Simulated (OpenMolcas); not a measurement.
V III.

| Item | Value |
| --- | --- |
| Program | OpenMolcas |
| Method | RASSCF |
| Basis | ANO-RCC-VTZP [6s5p3d2f1g] |
| Scalar Hamiltonian | DKH2, point nucleus |
| Active space | 9 electrons in 8 orbitals (RAS1 3p, at most 2 holes; RAS2 3d) |
| State averaging | 2S+1 = 4 even, 10 roots; 2S+1 = 2 even, 40 roots |
| Spin-orbit coupling | state interaction with AMFI integrals over the reference wave functions, term energies averaged over their components |

Levels without dynamic correlation, in cm⁻¹ above 3d³ ⁴F_3/2:

```
        Level      E
   3d³ ²G_7/2  15176
   3d³ ⁴P_1/2  13980
   3d³ ²P_1/2  17899
3d³ ²D_3/2(1)  19398
   3d³ ²H_9/2  21268
   3d³ ²F_7/2  33848
```

On this reference, MS-RASPT2, IPEA 0.25 Eh, imaginary shift 0.1 Eh (closed shells correlated: 3s) puts 3d³ ²G_7/2 at 12220 cm⁻¹.

Problem. Estimate the other levels at that method by one scale factor, and say how well it serves.

Solution. The factor is 12220 / 15176 = 0.805. Scaled values beside those that MS-RASPT2 gives and measured ones (Sugar and Corliss, J. Phys. Chem. Ref. Data 7, 1191 (1978)):
```csv
Level,Scaled,MS-RASPT2,Miss (%),Measured
3d³ ⁴P_1/2,11254,12100,-7.0,11514
3d³ ²P_1/2,14409,15720,-8.3,15580
3d³ ²D_3/2(1),15615,16870,-7.4,16330
3d³ ²H_9/2,17121,17210,-0.5,16811
3d³ ²F_7/2,27248,28500,-4.4,27728
```
For these levels the scaled values miss MS-RASPT2 by up to 8.3 %, as correlation changes each term by its own factor, spin-orbit parts do not scale and CASPT2 has its own spread within terms. This holds within one configuration; levels of others move differently, and the target method has errors of its own against measurement.

Term energies are means over components that CASPT2 splits; among the terms shown or strongly mixed into the levels shown the widest spread is 1400 cm-1 (3d³ ⁴F, MS-RASPT2). Active for correlation alone: 3p; no level in the range computed is led by a configuration that opens it, so any true level of that kind is missing. Without dynamic correlation excited terms often stand tens of per cent too high (terms of higher spin than the ground term too low), and those without a measured partner can miss by more than the paired ones (holds for RASSCF). The CASPT2 spread within a term exceeds the gap to the next term for 3d³ ⁴P and 3d³ ²G, 3d³ ²D(1) and 3d³ ²H, so the order of their levels is uncertain (holds for MS-RASPT2). Computed and measured levels are paired by configuration, term and J; levels that our copy of the source lacks, or whose pairing is in doubt (as where it misses far off the trend of its configuration), stay unpaired and out of the deviations. Levels of configurations outside the active space are missing.

A number in round brackets counts repeated terms of one configuration in the order of the reference energies.
